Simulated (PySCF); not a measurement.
## From computed data to an observable: refractive index and permittivity of the vapour

H4HfO4, SMILES [OH][Hf]([OH])([OH])[OH], multiplicity 1.

Coordinates come from a B3LYP-D3(BJ)/def2-SVP optimisation. The multiplicity is an assumed one; other spin states were not compared. The isomer is the one that the SMILES or the coordinates give; other isomers of the formula were not compared. The def2 effective core potentials stand for the cores of Hf; spin–orbit coupling is left out. One conformer was computed; it need not be the lowest.

PySCF with HF/def2-TZVP gives a mean static polarisability of 41.2 bohr³ and a dipole moment of 0.00 D. Take an ideal gas at 298.15 K and 1 bar, whether or not the substance is that volatile.

### Question
Work out n − 1 in the optical limit and the static ε − 1.

### Answer

Polarisability volume α' = 41.2 × 0.148185 = 6.11 Å³. Number density N = p/kT = 2.43e-5 Å⁻³.
Dilute limit of Lorentz–Lorenz: n − 1 = 2π N α' = 0.00093.
Orientation term of Debye: μ²/(3kT) = 8.098 Å³ × μ²(D²) = 0.00 Å³.
ε − 1 = 4π N (α' + μ²/3kT) = 0.0019. With no permanent dipole, ε equals n² in this model. Vibrational polarisation and dispersion are left out.
